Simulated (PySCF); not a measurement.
B(Cl)(OH)(NH2) (BClH3NO), SMILES NB(O)Cl. Atoms are numbered in the order given.

```xyz
7

B     -0.0510     0.4590     0.0000
Cl     0.0951    -1.3386     0.0000
O     -1.2818     1.0401     0.0000
H     -2.0014     0.3992     0.0000
N      1.1115     1.2362     0.0000
H      1.0735     2.2480     0.0000
H      2.0407     0.8401     0.0000
```
Charge 0, spin multiplicity 1.

Coordinates come from a B3LYP-D3(BJ)/def2-SVP optimisation. Other conformers were not sampled.

Computed with PySCF with CAM-B3LYP/def2-TZVPD.

Mulliken values depend strongly on the basis, most of all with diffuse functions as here. Atomic charges (e):

| atom | Mulliken | meta-Löwdin |
|---|---|---|
| B1 | 0.32 | ? |
| Cl2 | -0.29 | -0.18 |
| O3 | -0.49 | ? |
| H4 | 0.31 | 0.36 |
| N5 | -0.26 | -0.49 |
| H6 | 0.21 | ? |
| H7 | 0.20 | ? |

Problem. Complete the blanks. (The exact figures need the calculation; the answer reports its results.)

Solution. 
- B1, meta-Löwdin: 0.34
- O3, meta-Löwdin: -0.53
- H6, meta-Löwdin: 0.25
- H7, meta-Löwdin: 0.25
